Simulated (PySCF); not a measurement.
Cl2O2W (SMILES [O]=[W](=[O])([Cl])[Cl]), singlet, at a GFN2-xTB geometry (such geometries of metal compounds can be far from the true shape) (core potentials on W). Base run: DF-CAMB3LYP/def2-SVP in PySCF.

PySCF was given this input:
```python
from pyscf import gto, scf, dft

mol = gto.Mole()
mol.atom = '''
    W     0.220708   -0.043837    0.072484
    O     1.421067   -0.597577   -0.956774
    O     0.715303    0.173252    1.658394
    Cl   -0.535690    1.843740   -0.688017
    Cl   -1.430390   -1.453238    0.042322
'''
mol.basis = 'def2-svp'
mol.ecp = {'W': 'def2-svp'}
mol.charge = 0
mol.spin = 0
mol.verbose = 4
mol.build()

mf = dft.RKS(mol)
mf.xc = 'camb3lyp'
mf = mf.density_fit(auxbasis='def2-universal-jkfit')
mf.kernel()
```

Variants of this job, named by their change:

| change | basis functions | E (Eh) | HOMO (eV) | HOMO-LUMO gap (eV) | dipole (D) | core-seconds (rough) |
|---|---|---|---|---|---|---|
| base | 96 | -1137.65079 | -11.02 | 9.03 | 1.87 | 10 |
| basis = LANL2DZ | ___ | ___ | ___ | ___ | ___ | 6 |
| basis = def2-SV(P) | 89 | -1137.60168 | -11.05 | 8.80 | 1.81 | 10 |
| basis = def2-SVPD | 135 | -1137.67459 | -11.21 | 8.87 | 1.94 | 20 |
| basis = def2-TZVP | 176 | -1138.18007 | -11.04 | 8.88 | 2.04 | 20 |
| basis = def2-TZVPP | 202 | -1138.18742 | -11.03 | 8.90 | 2.05 | 30 |
| basis = def2-TZVPD | ___ | ___ | ___ | ___ | 2.05 | 30 |

### Question
What belongs in the gaps?

### Answer

- basis = LANL2DZ, basis functions: 56
- basis = LANL2DZ, E (Eh): -248.13397
- basis = LANL2DZ, HOMO (eV): -11.56
- basis = LANL2DZ, HOMO-LUMO gap (eV): 8.51
- basis = LANL2DZ, dipole (D): 1.25
- basis = def2-TZVPD, basis functions: 215
- basis = def2-TZVPD, E (Eh): -1138.18242
- basis = def2-TZVPD, HOMO (eV): -11.06
- basis = def2-TZVPD, HOMO-LUMO gap (eV): 8.84

Totals compare only among sets that treat the same electrons; sets with core potentials leave the core out.
